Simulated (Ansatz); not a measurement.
Two isomers of C2H6OSi: A = `CO[Si]C`, B = `O/C=C/[SiH3]`.

Gas-phase electronic energies from Ansatz, PBE0-D4/def2-TZVP geometries. CCSD(T)/CBS adds triple-zeta CCSD(T) − MP2 to the extrapolated MP2 energy (def2 sets, frozen cores). Functionals use def2-TZVPP. B3LYP here is the variant with VWN-RPA as its local correlation; programs differ in this. One conformer a species, not always the lowest.

A:

Z-matrix (Å, degrees):
```
C
O 1 1.407
H 1 1.093 2 109.2
H 1 1.093 2 112.4 3 120.9
H 1 1.093 2 109.1 3 -118.2
Si 2 1.646 1 133.8 3 -120.5
C 6 1.908 2 103.0 1 -0.0
H 7 1.093 6 109.8 2 179.9
H 7 1.097 6 111.9 2 60.2
H 7 1.097 6 111.9 2 -60.4
```

B:

```xyz
10

O    -0.575   -2.362    0.560
C    -0.555   -1.109    0.071
C     0.358   -0.164    0.307
Si    0.232    1.513   -0.450
H     0.191   -2.493    1.129
H    -1.412   -0.943   -0.575
H     1.192   -0.404    0.966
H     0.146    2.579    0.585
H    -0.992    1.560   -1.295
H     1.416    1.823   -1.299
```

Problem. Which isomer does CCSD(T)/CBS put lower? Give the gap. (Best estimate.)

Solution. Ansatz gave: A, by 50.4 kJ/mol.

Problem. Give E(B) − E(A) in kJ/mol with CCSD(T)/def2-TZVPP, ωB97M-V, PBE0-D4, B3LYP-D4, B2PLYP, LDA (SPW92), CCSD(T)/def2-SVP. (Estimate.)

Solution. Ansatz gave: CCSD(T)/def2-TZVPP 50.6, ωB97M-V 58.3, PBE0-D4 45.2, B3LYP-D4 51.9, B2PLYP 49.2, LDA (SPW92) 47.3, CCSD(T)/def2-SVP 37.7. None reverses the order clearly.

Problem. Does the order hold for the free energy at 298.15 K (harmonic terms from PBE0-D4)? (An estimate is asked.)

Solution. Ansatz gave: Yes: G(B) − G(A) = +40.3 kJ/mol, for one conformer each. Modes under 60 cm⁻¹, often nearly free rotors, make the harmonic entropy too high.

Largest T1 diagnostic: 0.014.

In def2-TZVPP, CCSD(T) changes the Hartree–Fock value by +12.6 kJ/mol (the triples alone add −2.5 kJ/mol) and MP2 by +8.5 kJ/mol. At CCSD(T), def2-SVP lies −12.7 kJ/mol from the extrapolated value and def2-TZVPP +0.1 kJ/mol.
